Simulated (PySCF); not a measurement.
**Structure elucidation problem**

An unknown has the formula C₅H₈FN₃. Its calculated NMR data are:

$^{1}$H NMR (400 MHz, computed): δ 8.91 (br s, 1H), 2.94 (sept, 1H), 1.36 (d, 6H).

$^{13}$C{$^{1}$H} NMR (computed): δ 171.1 (C), 167.2 (C), 33.5 (CH), 24.5 (CH3).

Level of theory: GFN2-xTB geometry, shielding tensors at PBE0/pcSseg-1 (GIAO), in PySCF 2.14.0 with density-fitted response routines (one computed conformer, rapidly exchanging positions averaged, isolated molecule, relativity neglected).

Referencing at the same level of theory: $^{1}$H, $^{13}$C against TMS.

**Question.** What is the structure?

**Answer.** 
- Rings plus π bonds: 3 (1 ring in the answer).
- 4 carbon signals for 5 carbons: some carbons are equivalent by symmetry or fast rotation.
- Carbon types of the structure: 2 × C, 1 × CH, 2 × CH3, leaving 1 H on heteroatoms.
- δC 171.1: substituted aromatic carbon next to a ring nitrogen.
- δC 167.2: aromatic carbon bearing fluorine; an ipso carbon deshielded by its heteroatom.
- δC 33.5: sp3 CH on an aromatic ring; aliphatic region, no heteroatom directly attached.
- δC 24.5: methyl carbon; a saturated carbon with 1 carbon neighbour and no heteroatom attached.
- δH 8.91: hydrogen on a pyrrole-type ring nitrogen; exchangeable, gas-phase position.
- δH 2.94: hydrogen on an sp3 CH on an aromatic ring; benzylic-type position, deshielded by the ring.
- δH 1.36: hydrogen on a methyl carbon.

Structure: SMILES N1=C(C(C)C)N=C(F)N1.

This is the structure that produced the data.

OH and NH positions are those of a molecule without intermolecular hydrogen bonds; in solution they move with solvent, concentration and temperature, and exchange usually removes their couplings. Splittings by $^{19}$F in the carbon and heteronuclear signals aren't shown, as no couplings were computed. Shifts are as computed. Against solution values, carbons near 30 ppm lie about +3 ppm off and those near 130 ppm about +5 ppm. Of 1211 compounds with measured shifts, 218 miss one by over three times the rms of a fit or turn the order of signals round; such compounds aren't used in these exercises. Multiplicities follow the n + 1 count of equivalent neighbours, as no J values were calculated; m marks all less simple cases, F and P coupling included.
